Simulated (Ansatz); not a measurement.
Start from `BC(F)Cl` and change one atom or group to get `FC(Cl)C[SiH3]`.

Ansatz, PBE0-D4/def2-TZVP geometries, multiplicity 1. Each molecule was computed in one conformer, which needn't be the lowest.

```tsv
property	`BC(F)Cl`
HOMO energy (PBE0/def2-TZVPP) / eV	-9.11
size of the dipole moment (PBE/def2-TZVPP) / D	1.26
HOMO–LUMO gap (PBE0/def2-TZVPP) / eV	8.27
size of the dipole moment (B3LYP/def2-TZVPP) / D	1.30
HOMO–LUMO gap (B3LYP/def2-TZVPP) / eV	7.77
HOMO energy (PBE/def2-TZVPP) / eV	-7.63
```

(1) What does the change do to each property? (Best estimate.)

Answers

(1) Ansatz gave: 
```json
{"property": "HOMO energy (PBE0/def2-TZVPP) / eV", "`FC(Cl)C[SiH3]`": "-8.65", "shift": "0.46"}
{"property": "size of the dipole moment (PBE/def2-TZVPP) / D", "`FC(Cl)C[SiH3]`": "1.78", "shift": "0.52"}
{"property": "HOMO–LUMO gap (PBE0/def2-TZVPP) / eV", "`FC(Cl)C[SiH3]`": "9.01", "shift": "0.74"}
{"property": "size of the dipole moment (B3LYP/def2-TZVPP) / D", "`FC(Cl)C[SiH3]`": "1.90", "shift": "0.60"}
{"property": "HOMO–LUMO gap (B3LYP/def2-TZVPP) / eV", "`FC(Cl)C[SiH3]`": "8.48", "shift": "0.71"}
{"property": "HOMO energy (PBE/def2-TZVPP) / eV", "`FC(Cl)C[SiH3]`": "-7.24", "shift": "0.39"}
```

With PBE0 the HOMO rises by 0.46 eV and the LUMO rises by 1.20 eV, so the gap widens by about 0.74 eV. PBE moves the HOMO by 0.39 eV and ωB97M-V by 0.49 eV. Dipoles are sizes alone; their direction can turn.

B3LYP here is the variant with VWN-RPA as its local correlation; programs differ in this.
